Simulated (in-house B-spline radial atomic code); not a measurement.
Successive ionisation energies of molybdenum; each step leads to the configuration of the next row (after the last: [Ar] 3d4). Dirac energy differences include first-order Breit, QED and recoil terms. NIST's values go from ground level to ground level; the uncertainty of those that are theory runs from under 0.1 % in few-electron ions to several per cent in heavy many-electron ones. Computed with an all-electron radial atomic-structure program (B-spline basis): Dirac-Hartree-Fock, average of the configuration, finite nuclei.

```
  ion      configuration  ionisation energy (eV)  tabulated value (eV)  computed minus tabulated (eV)  highest orbital  largest mean radius (bohr)
   Mo       [Kr] 4d5 5s1                     5.6               7.09243                           -1.5            5s1/2                      3.9149
  Mo+           [Kr] 4d5                    13.7                 16.16                           -2.5            4d5/2                      1.8754
 Mo2+           [Kr] 4d4                    25.3                 27.13                           -1.9            4d5/2                       1.722
 Mo3+           [Kr] 4d3                    38.2                 40.33                           -2.1            4d5/2                      1.6117
 Mo4+           [Kr] 4d2                    52.4                54.417                           -2.1            4d5/2                      1.5258
 Mo5+           [Kr] 4d1                    67.5              68.82704                           -1.3            4d5/2                      1.4554
 Mo6+  [Ar] 3d10 4s2 4p6                   125.4               125.638                           -0.2            4p3/2                      1.1664
 Mo7+  [Ar] 3d10 4s2 4p5                       ?                     ?                              ?                ?                           ?
 Mo8+  [Ar] 3d10 4s2 4p4                   164.4                164.12                            0.3            4p3/2                      1.1181
 Mo9+  [Ar] 3d10 4s2 4p3                   184.8                 186.3                           -1.5            4p3/2                      1.0966
Mo10+  [Ar] 3d10 4s2 4p2                       ?                     ?                              ?                ?                           ?
Mo11+  [Ar] 3d10 4s2 4p1                   227.4                230.28                           -2.9            4p3/2                       1.057
Mo12+      [Ar] 3d10 4s2                   276.6                 279.1                           -2.5            4s1/2                     0.98435
Mo13+      [Ar] 3d10 4s1                   301.3                 302.6                           -1.3            4s1/2                     0.96925
Mo14+          [Ar] 3d10                   542.9                   544                           -1.1            3d5/2                     0.42644
Mo15+           [Ar] 3d9                   595.9                   591                            4.9            3d5/2                     0.42158
Mo16+           [Ar] 3d8                   650.6                   646                            4.6            3d5/2                     0.41677
Mo17+           [Ar] 3d7                       ?                     ?                              ?                ?                           ?
Mo18+           [Ar] 3d6                   764.9                   758                            6.9            3d5/2                     0.40778
Mo19+           [Ar] 3d5                   824.5                   829                           -4.5            3d5/2                     0.40402
```

Question: Fill in the row of Mo7+.

Answer: ionisation energy (eV): 144.6; tabulated value (eV): 143.6; computed minus tabulated (eV): 1.0; highest orbital: 4p3/2; largest mean radius (bohr): 1.1412.

Question: Fill in the row of Mo10+.

Answer: ionisation energy (eV): 205.8; tabulated value (eV): 209.3; computed minus tabulated (eV): -3.5; highest orbital: 4p3/2; largest mean radius (bohr): 1.0762.

Question: Fill in the row of Mo17+.

Answer: ionisation energy (eV): 706.9; tabulated value (eV): 702; computed minus tabulated (eV): 4.9; highest orbital: 3d5/2; largest mean radius (bohr): 0.41201.

Question: Where is the largest jump?

Answer: From Mo to Mo+, by a factor of 2.44 (5.6103 to 13.706 eV); the highest orbital goes from 5s1/2 to 4d5/2.

Where a p, d or f electron is removed, the computed value is a mean over both j, so it misses the tabulated one by a part of the spin-orbit splitting; averaging over terms and missing correlation add to the gap, relatively most at low charge.
